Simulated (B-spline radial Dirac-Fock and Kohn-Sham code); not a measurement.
Model: relaxed Dirac-Fock hole states (ΔSCF) with Breit and QED corrections and a finite nucleus. Program: a radial atomic solver. Free neutral atoms.

Q: Order these X-ray lines by photon energy, lowest first.
A. Sn Lβ15
B. Te Lβ1
C. Pm Lℓ
D. Tm Lβ4
E. Cd Lβ4
F. Dy Lℓ

A: E (3370.5 eV), A (3905.7 eV), B (4030.6 eV), C (4807.0 eV), F (5740.2 eV), D (8030.2 eV).

Values without a named source are computed, but for edge energies of neutral atoms, which are taken from tables.
